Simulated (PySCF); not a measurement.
Cl₄Te (SMILES Cl[Te](Cl)(Cl)Cl), singlet, at a GFN2-xTB geometry (all electrons, no relativity).

Here is a job for PySCF.
```python
from pyscf import gto, scf, dft

mol = gto.M(
    atom='''
Te   -0.005348    0.012234    0.483277
Cl    1.165969   -1.490760   -0.826448
Cl    1.904219    1.503369    0.120414
Cl   -1.146570    1.446389   -0.926392
Cl   -1.907258   -1.496418    0.154168
''',
    basis='sto-3g',
    charge=0,
    spin=0,
    verbose=4,
)

mf = dft.RKS(mol)
mf.xc = 'b3lyp'
mf.grids.atom_grid = (99, 590)
mf.grids.prune = None
mf.kernel()
```

Problem. What does this run give for the Mulliken (on the basis functions themselves) charges in atom order, HOMO energy, total energy, number of basis functions, dipole moment?

Solution. 
```json
{
 "Mulliken (on the basis functions themselves) charges in atom order": "Te1 0.99, Cl2 -0.19, Cl3 -0.30, Cl4 -0.19, Cl5 -0.30",
 "HOMO energy": "-6.21 eV",
 "total_energy": "-8369.985782 Ha",
 "number_of_basis_functions": "63",
 "dipole_moment": "1.51 D"
}
```
